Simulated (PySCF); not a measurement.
One molecule, many inputs

Molecule: `O=C(C(C)(C)C)N`, C$_{5}$H$_{11}$NO; geometry GFN2-xTB.

Bonds (- single, = double, # triple, : aromatic): C1-C2, C2-C3, C2-C4, C2-C5, C5-N6, C5=O7. C1 carries H8, H9, H10; C3 carries H11, H12, H13; C4 carries H14, H15, H16; N6 carries H17, H18. H17 is cis to the C=O or C=S heteroatom; H18 is trans to the C=O or C=S heteroatom.

All runs: PySCF, non-relativistic, gas phase unless a solvent (IEF-PCM) is named; grid level 2, GIAOs and SCF threshold 1e-9 unless changed. The yardstick, PBE0/pcSseg-1, gives these isotropic shieldings σ (ppm, equivalent atoms averaged): C5 7.8, C2 147.5, C1/C3/C4 156.9, O7 -83.6, H18 26.81, H17 27.17, H8/H9/H10/H11/H12/H13/H14/H15/H16 30.57.

Question: What do these inputs give? (1) BLYP/pcX-1; common gauge at [0, 0, 50]; max_cycle 55; (2) OLYP/pcSseg-1; max_cycle 1; squeeze 0.8; altered: squeeze 0.8; (3) PBE0/pcSseg-1; (4) BLYP/MINI; guess vsap; (5) PBE0/def2-SVP; max_cycle 86; mult 5; altered: mult 5

Answer: 
```
run        outcome  functions  wall time     C5     C2  C1/C3/C4      O7    H18    H17  H8/H9/H10/H11/H12/H13/H14/H15/H16
  1        refused          –          –      –      –         –       –      –      –                                  –
  2  not converged        174          –      –      –         –       –      –      –                                  –
  3      converged        174          –    7.8  147.5     156.9   -83.6  26.81  27.17                              30.57
  4      converged         46      7.6 s  114.6  185.4     183.7  -150.8  26.01  25.97                              29.50
  5        refused          –       31 s      –      –         –       –      –      –                                  –
```

Times are on shared hosts with different chips, so compare them loosely.

Question: Comment on the technical settings and failures.

Answer: 
- Run 1: The basis set has no functions for an element of the molecule, so the input is rejected.
- Run 2: One bond was set to 0.8 of its length. The SCF stopped after 1 cycles without meeting its threshold and the cycle limit at 1, so no response property followed.
- Run 4: The functional and orbital basis differ from the yardstick's, which in itself moves the values. The starting guess changes the path of the SCF (12 cycles), not the solution, provided the same state is reached. With 46 functions the basis is far too small for magnetic properties.
- Run 5: The program stopped with: NotImplementedError: this response code serves closed shells only; the SCF ended at -326.09235121 Eh with <S^2> = 6.0094 Charge 0 and multiplicity 5 describe another species than the intended molecule, on its geometry.

Runs 1, 2, 4, 5 were set up unsoundly or failed; their numbers aren't to be quoted as properties of the molecule.
